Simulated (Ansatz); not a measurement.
Ligand exchange: CClF3 + GaH2(SH) → CHF3S + GaH2Cl

Species: CClF3 `FC(F)(F)Cl`, singlet; GaH2(SH), singlet; CHF3S (trifluoromethanethiol) `FC(F)(F)S`, singlet; GaH2Cl `[Cl][GaH2]`, singlet. The partners trade Cl for SH: C–Cl and Ga–SH bonds give way to C–SH and Ga–Cl.

Shapes, held fixed at every level: PBE0-D4/def2-TZVP. Programs: Ansatz 0.2.0. The zero-point and thermal change to 298 K, harmonic and unscaled (PBE0-D4/def2-TZVP), is +0.4 kJ/mol.

```csv
level,kind,ΔH(298 K) (kJ/mol),less CCSD(T)/def2-TZVPP,CPU time (sum over the molecules)
HF/def2-SVP,Hartree–Fock,-47.8,-11.8,–
HF/def2-TZVPP,Hartree–Fock,-49.0,-13.0,–
PBE-D4/def2-TZVPP,GGA,-30.5,+5.5,9.8 s
r2SCAN-D4/def2-TZVPP,meta-GGA,-33.8,+2.2,19 s
B3LYP-D4/def2-TZVPP,global hybrid,-38.2,-2.2,15 s
B2PLYP/def2-TZVPP,double hybrid,-38.2,-2.2,19 s
CCSD(T)/def2-TZVPP,coupled cluster or CI,-36.0,0.0,1.8 min
```

The highest level, CCSD(T)/def2-TZVPP, gives ΔH(298 K) = -36.0 kJ/mol; the levels span -49.0 to -30.5. The column of differences is taken from that level and isn't an error. No measured value is set beside it here. Relativity is left out for Ga. Outer-core shells of Ga are correlated, in sets that cover them unevenly. Times are processor times on shared x86 and Arm servers, and rough.
